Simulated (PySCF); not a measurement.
CH2NO, SMILES N=C=[OH+], charge +1.

Geometry optimised at PBE0-D3(BJ)/def2-TZVP. The isomer is the one that the SMILES or the coordinates give; other isomers of the formula were not compared.

Method: TDA-M06-2X/def2-SVPD run with PySCF.

Vertical excitations. Gas-phase values at a fixed geometry. State labels are in the subgroup Cs.

Q: Give excitation energies, oscillator strengths and character. (Estimate from the structure and the level; the computed values follow.)

A: 
| state | symmetry | energy (eV) | λ (nm) | f | main pairs |
|---|---|---|---|---|---|
| S1 | A" | 7.52 | 165 | 0.000 | HOMO→LUMO 89 % |
| S2 | A' | 8.81 | 141 | 0.000 | HOMO−1→LUMO 49 %, HOMO→LUMO+2 48 % |
| S3 | A" | 9.19 | 135 | 0.000 | HOMO−1→LUMO+2 91 % |
| S4 | A" | 9.65 | 128 | 0.001 | HOMO→LUMO+1 91 % |
| S5 | A' | 10.52 | 118 | 0.005 | HOMO−1→LUMO+1 91 % |
| S6 | A" | 11.75 | 106 | 0.011 | HOMO→LUMO+3 67 %, HOMO−2→LUMO 24 % |
| S7 | A" | 11.99 | 103 | 0.006 | HOMO−2→LUMO 65 %, HOMO→LUMO+3 24 % |
| S8 | A' | 12.51 | 99 | 0.190 | HOMO−1→LUMO+3 79 % |
| S9 | A" | 12.57 | 99 | 0.025 | HOMO→LUMO+4 86 % |
| S10 | A' | 12.95 | 96 | 0.700 | HOMO−1→LUMO+4 25 %, HOMO→LUMO+2 19 %, HOMO−2→LUMO+2 17 %, HOMO−1→LUMO 15 % |
| T1 | A' | 7.28 | 170 | 0 | HOMO−1→LUMO 58 %, HOMO→LUMO+2 35 % |
| T2 | A" | 7.31 | 170 | 0 | HOMO→LUMO 94 % |
| T3 | A' | 8.10 | 153 | 0 | HOMO→LUMO+2 62 %, HOMO−1→LUMO 35 % |
| T4 | A" | 8.73 | 142 | 0 | HOMO−1→LUMO+2 97 % |
Triplets are in the Tamm–Dancoff approximation.
